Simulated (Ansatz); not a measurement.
C8H16 can be A, `CC/C=C/C(C)(C)C`, or B, `C[C@H]1CC[C@@H](C)CC1`.

Isolated molecules relaxed with PBE0-D4/def2-TZVP in Ansatz; ΔE leaves out vibrations. CCSD(T)/CBS is the MP2 limit (def2-TZVPP, def2-QZVPP) plus CCSD(T) − MP2 in def2-TZVPP, frozen cores. Functionals use def2-TZVPP. B3LYP here is the variant with VWN-RPA as its local correlation; programs differ in this. Each species was taken in one conformer, which may not be the lowest.

A:

```xyz
24

C     0.838    3.212    1.140
C    -0.389    2.497    0.584
C    -0.253    1.011    0.630
C    -0.275    0.217   -0.433
C    -0.130   -1.280   -0.468
C     0.065   -1.881    0.917
C     1.077   -1.625   -1.346
C    -1.392   -1.870   -1.104
H     0.704    4.296    1.131
H     1.034    2.909    2.172
H     1.726    2.973    0.551
H    -0.574    2.816   -0.446
H    -1.269    2.799    1.166
H    -0.110    0.580    1.619
H    -0.415    0.676   -1.414
H     0.967   -1.492    1.397
H    -0.786   -1.667    1.569
H     0.167   -2.967    0.845
H     1.183   -2.709   -1.446
H     0.966   -1.204   -2.349
H     1.999   -1.228   -0.914
H    -1.302   -2.956   -1.203
H    -2.273   -1.653   -0.496
H    -1.559   -1.455   -2.102
```

B:

Z-matrix (Å, degrees):
```
C
C 1 1.518
H 1 1.095 2 110.7
H 1 1.093 2 111.4 3 -119.7
H 1 1.093 2 111.4 3 119.7
C 2 1.525 1 111.6 3 61.8
C 2 1.525 1 111.6 3 -61.8
H 2 1.100 1 108.3 3 -180.0
C 6 1.523 2 112.0 1 -179.3
H 6 1.097 2 108.8 1 -57.3
H 6 1.095 2 109.8 1 58.3
C 7 1.523 2 112.0 1 179.3
H 7 1.095 2 109.8 1 -58.3
H 7 1.097 2 108.8 1 57.3
C 9 1.529 6 112.7 2 55.4
H 9 1.095 6 110.3 2 178.7
H 9 1.097 6 108.6 2 -65.1
H 12 1.095 7 110.3 2 -178.7
H 12 1.097 7 108.6 2 65.1
C 15 1.524 9 112.2 6 72.1
H 15 1.097 9 107.7 6 -170.3
H 20 1.093 15 110.9 9 58.1
H 20 1.093 15 110.9 9 177.8
H 20 1.092 15 112.3 9 -62.0
```

Question: Which is lower in electronic energy at CCSD(T)/CBS, and by how much? (An estimate is asked.)

Answer: The calculation gave: B, by 18.2 kcal/mol.

Question: Give E(B) − E(A) in kcal/mol with CCSD(T)/def2-TZVPP, ωB97M-V, B3LYP, r2SCAN-D4, B3LYP-D4, BLYP-D4, CCSD(T)/def2-SVP. (Estimate.)

Answer: Computed: CCSD(T)/def2-TZVPP -18.2, ωB97M-V -19.1, B3LYP -13.2, r2SCAN-D4 -18.3, B3LYP-D4 -15.6, BLYP-D4 -12.8, CCSD(T)/def2-SVP -19.9. None reverses the order clearly.

Largest T1 diagnostic: 0.009.

Leaving LDA and LC-ωPBE aside and taking each functional with its dispersion term where it has one, the values, not all of them listed here, spread over 9.5 kcal/mol, from PBE-QIDH to BLYP-D4. LDA lies −7.8 kcal/mol from PBE without D4. At CCSD(T), def2-SVP lies −1.7 kcal/mol from the extrapolated value and def2-TZVPP +0.0 kcal/mol.
